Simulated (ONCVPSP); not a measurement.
**Logarithmic derivatives: cobalt, ONCV**

cobalt, optimised norm-conserving Vanderbilt (ONCV), made with ONCVPSP 4.0.1 (PBE, scalar-relativistic). Core [Ne] 3s2, reference 3p6 3d7 4s0.5 (charge +1.5). Waves: 4s: rc 2.30 bohr, ncon 4, nbas 9, qcut 3.7 1/bohr, 2 projectors, debl 4 Ha; 3p: rc 0.95 bohr, ncon 4, nbas 8, qcut 16 1/bohr, 2 projectors, debl 2.8 Ha; 3d: rc 1.00 bohr, ncon 5, nbas 10, qcut 15.1 1/bohr, 2 projectors, debl 2.5 Ha. Local part: polynomial inside 0.70 bohr (lpopt 3, dvloc0 0 Ha). Core correction: polynomial model core, fcfact 0.55.

In the p channel the program set the typed energies aside and used -2.919, 0.250 Ha.

The phase is arctan(r·R′/R) of the radial function R(r), unwrapped; energies in Ha, scanned from -4 to 5 Ha. A pole is an energy at which the radial function vanishes at the test radius. The pseudo phase is shifted by a multiple of π to meet the all-electron one at the reference energy, and phase errors are pseudo minus all-electron; the curves can meet again beyond the range given. Levels narrower than the energy grid can be missing from the lists of poles.

Q: For each channel, where are the poles, and over which energies does the pseudopotential scatter like the atom?

A:

```json
{"channel": "s", "radius (bohr)": "2.33", "reference energy (Ha)": "-0.62", "poles, all-electron": "0.60", "poles, pseudo": "0.59", "unbroken range about the reference energy with phases within 0.05 rad": "the whole range", "phase error 1 Ha above the reference energy (rad)": "-0.002"}
{"channel": "p", "radius (bohr)": "0.96", "reference energy (Ha)": "-2.92", "poles, all-electron": "0.63", "poles, pseudo": "0.63", "unbroken range about the reference energy with phases within 0.05 rad": "the whole range", "phase error 1 Ha above the reference energy (rad)": "-0.000"}
{"channel": "d", "radius (bohr)": "1.01", "reference energy (Ha)": "-0.80", "poles, all-electron": "1.68", "poles, pseudo": "1.68", "unbroken range about the reference energy with phases within 0.05 rad": "the whole range", "phase error 1 Ha above the reference energy (rad)": "+0.000"}
```

Note: ghosts flagged at negative energy: s at -147.5 eV; no localised positive-energy state flagged. A true bound ghost makes a file unfit for plane-wave use.

Phases in the d channel:

```csv
E (Ha),all-electron,pseudo
-3.98,0.841,0.841
-3.74,0.781,0.781
-3.50,0.710,0.710
-3.26,0.623,0.623
-3.02,0.517,0.517
-2.78,0.388,0.388
-2.54,0.233,0.233
-2.30,0.051,0.051
-2.06,-0.151,-0.151
-1.82,-0.359,-0.359
-1.58,-0.557,-0.557
-1.34,-0.733,-0.733
-1.10,-0.883,-0.883
-0.86,-1.007,-1.007
-0.62,-1.109,-1.109
-0.38,-1.193,-1.193
-0.14,-1.263,-1.263
0.10,-1.323,-1.323
0.34,-1.374,-1.374
0.58,-1.419,-1.419
0.82,-1.458,-1.458
1.06,-1.493,-1.493
1.30,-1.525,-1.525
1.54,-1.555,-1.555
1.78,-1.583,-1.583
2.02,-1.609,-1.609
2.26,-1.634,-1.634
2.50,-1.658,-1.658
2.74,-1.682,-1.682
2.98,-1.706,-1.706
3.22,-1.729,-1.729
3.46,-1.754,-1.754
3.70,-1.779,-1.779
3.94,-1.805,-1.805
4.18,-1.833,-1.833
4.42,-1.863,-1.863
4.66,-1.895,-1.895
4.90,-1.930,-1.930
```
